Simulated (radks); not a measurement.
Problem. Xe II, 53 electrons, occupied as [Kr] 4d10 5s2 5p5. All-electron calculation, Dirac Kohn-Sham, SOGGA, spin-unpolarised, spherical densities, finite nucleus; open shells fill j = l - 1/2 first; Fermi nuclear charge, rms radius 4.7859 fm. Program: a radial shooting solver on a logarithmic mesh with Libxc functionals. Some entries of the table are withheld. Estimate them.

| orbital | occ. | eigenvalue (Ry) | <r> (bohr) |
|---|---|---|---|
| 1s1/2 | 2 | -2523.738 | 0.02667 |
| 2s1/2 | 2 | -393.2660 | 0.1142 |
| 2p1/2 | 2 | (1) | 0.09623 |
| 2p3/2 | 4 | (2) | 0.1020 |
| 3s1/2 | 2 | -81.00193 | 0.3062 |
| 3p1/2 | 2 | -71.15243 | (3) |
| 3p3/2 | 4 | -66.62446 | (4) |
| 3d3/2 | 4 | -49.26997 | 0.2788 |
| 3d5/2 | 6 | -48.31269 | 0.2825 |
| 4s1/2 | 2 | -15.20186 | 0.7169 |
| 4p1/2 | 2 | -11.71401 | 0.7459 |
| 4p3/2 | 4 | -10.80850 | 0.7739 |
| 4d3/2 | 4 | (5) | (6) |
| 4d5/2 | 6 | (7) | (8) |
| 5s1/2 | 2 | -2.12655 | 1.826 |
| 5p1/2 | 2 | -1.31195 | 2.124 |
| 5p3/2 | 3 | -1.20986 | 2.217 |

Solution. 
(1) 2p1/2 eigenvalue (Ry): -369.5871
(2) 2p3/2 eigenvalue (Ry): -345.7448
(3) 3p1/2 <r> (bohr): 0.2963
(4) 3p3/2 <r> (bohr): 0.3080
(5) 4d3/2 eigenvalue (Ry): -5.16432
(6) 4d3/2 <r> (bohr): 0.8703
(7) 4d5/2 eigenvalue (Ry): -5.01808
(8) 4d5/2 <r> (bohr): 0.8812
